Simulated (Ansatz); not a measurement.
Consider the homolysis of the B–B bond: `FB(F)B(F)F` → 2 `F[B]F`•.

Program: Ansatz. Geometries: PBE0-D4/def2-TZVP. ΔE: electronic, gas phase. CCSD(T)/CBS adds triple-zeta CCSD(T) − MP2 to the extrapolated MP2 energy (def2 sets, frozen cores). This one scheme is used for every species. DFT in def2-TZVPP. B3LYP here is the variant with VWN-RPA as its local correlation; programs differ in this. No spin–orbit coupling; open shells (•) take unrestricted orbitals. Each species was taken in one conformer, which may not be the lowest.

CCSD(T)/CBS gives +444.9 kJ/mol.

**Question.** Another level gave +427.9 kJ/mol. Which?
A. B3LYP/def2-TZVPP
B. B2PLYP/def2-TZVPP
C. MP2/def2-TZVPP
D. BLYP/def2-TZVPP

**Answer.** B. B2PLYP 427.9, B3LYP 420.2, MP2/def2-TZVPP 432.5, BLYP 407.9 kJ/mol.

Largest T1 diagnostic among the species: 0.015.

Leaving LDA and LC-ωPBE aside and taking each functional with its dispersion term where it has one, the values, not all of them listed here, spread over 44.9 kJ/mol, from r2SCAN-D4 to ωB97M-V. LDA lies +55.2 kJ/mol from PBE without D4, its usual overbinding. At CCSD(T), def2-SVP lies −3.4 kJ/mol from the extrapolated value and def2-TZVPP −5.6 kJ/mol.
